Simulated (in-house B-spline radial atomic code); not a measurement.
Values are calculated unless marked as measured or tabulated.
## Building a PAW d channel for Sn, r_c = 1.08 bohr

Sn, [Kr] 4d10 5s2 5p2, non-relativistic LDA (VWN5), spherical and spin-unpolarised, from an all-electron radial atomic-structure program (B-spline basis) (atomic units; all potentials screened as in the neutral atom).

Two all-electron partial waves φ1, φ2 are integrated outwards at E1 = ε(4d) = -1.004953 and E2 = E1 + 1 hartree; φ1 is the bound orbital and φ2 has unit norm inside r_c = 1.0848 bohr. Smooth partners are polynomials, r^3(a0 + a1 r² + a2 r⁴ + a3 r⁶), matched to φ and three derivatives at r_c, with no condition on the norm. The local potential is -32.8199 + (64.8814) r² + (-54.462) r⁴ + (17.0547) r⁶ inside 0.8882 bohr and the all-electron one outside.

| wave | φ(r_c) | φ'(r_c) | a0 | a1 | a2 | a3 |
| --- | --- | --- | --- | --- | --- | --- |
| 1 | 0.9621112 | -0.6361891 | 5.530154 | -8.353624 | 4.861438 | -1.029851 |
| 2 | 1.005958 | -2.212975 | 8.309812 | -13.27928 | 7.806613 | -1.660289 |

Inside r_c the overlaps are <φi φj> = [[0.55968, 0.74457], [0.74457, 1.00000]] and, for the smooth waves, [[0.48305, 0.62760], [0.62760, 0.82191]]. With χj = (Ej − T − V_local) applied to smooth wave j, the program's quadrature gives the matrix B_ij = <smooth i, χj> as [[0.40787, 0.51251], [0.62949, 0.81108]].

Check the match of the first wave, and find the augmentation charges q_ij.

At r_c the four terms are 7.05970, -12.54941, 8.59434, -2.14250, which sum to 0.9621, φ1(r_c) to rounding. q_ij is the all-electron overlap less the smooth one: [[0.07663, 0.11698], [0.11698, 0.17809]]. The smooth first wave has a norm of 0.4830 inside r_c against 0.5597, and q11 > 0 puts back the missing charge.

B isn't symmetric. Show that D_ij = B_ij + Ej q_ij is.

Integrating by parts gives B12 − B21 = (E1 − E2) q12: 0.51251 − (0.62949) = -0.11698, and −1 × (0.11698) = -0.11698. So D12 = 0.51251 + (-0.004953)(0.11698) = 0.51193 and D21 = 0.62949 + (-1.004953)(0.11698) = 0.51193; D11 = 0.33086, D22 = 0.81020. The projectors, p = (B⁻¹)ᵀ χ, are dual to the smooth waves; det B = 0.0082, small beside B11 B22, as the two smooth waves look alike inside r_c.

Solving (T + V_local + Σ p D p) ψ = E (1 + Σ p q p) ψ in a sphere of 9 bohr gives these levels:

```
all-electron  one projector  two projectors
   -1.004950      -1.004950       -1.004950
    0.075512       0.075049        0.075512
    0.315424       0.313559        0.315424
    0.713432       0.708020        0.713432
    1.259060       1.245430        1.259050
```

What does the second projector gain?

With one projector the errors are 0.00, -0.46, -1.87, -5.41, -13.63 millihartree. With two the errors are 0.00, 0.00, 0.00, 0.00, -0.01 millihartree. The scattering is exact at E1 and at E2 = -0.005, and over all levels compared the largest error is 0.01 millihartree. The lowest eigenvalue of the overlap operator is 1 with one and 0.9554 with two projectors. The smooth orbital alone needs a cutoff of 51.6 hartree for 1 millihartree of kinetic energy, against 46.5 for a norm-conserving Troullier-Martins orbital of the same radius.
